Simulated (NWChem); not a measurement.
# Which level was it?

The species is CH4ClGa (7 atoms), meant as a singlet with charge 0. As SMILES, `[CH3][GaH][Cl]`. Geometry: relaxed at PBE0-D4/def2-TZVP.

```xyz
7

C    -0.7305    0.5883   -0.2007
Ga    0.8463   -0.5381    0.0357
Cl    0.8650   -1.7948    1.7928
H    -0.4359    1.6372   -0.2838
H    -1.4183    0.4736    0.6363
H    -1.2459    0.3187   -1.1260
H     2.1193   -0.6848   -0.8543
```

A calculation with NWChem 7.3.0 gave:

```json
{
 "total energy": "-2411.1820 Eh",
 "dipole moment": "3.68 D",
 "HOMO energy": "-11.16 eV",
 "LUMO energy": "1.30 eV",
 "HOMO–LUMO gap": "12.46 eV",
 "largest force": "1.502 eV/Å"
}
```

Question: Which of these levels gave the numbers?
A. HF/def2-SVP
B. B3LYP/def2-SVP
C. HF/3-21G
D. B3LYP/6-31G* (spherical functions)

Answer: C. The others give -2425.2637 Eh (B3LYP/def2-SVP), -2425.3840 Eh (B3LYP/6-31G* (spherical functions)), -2422.5826 Eh (HF/def2-SVP).
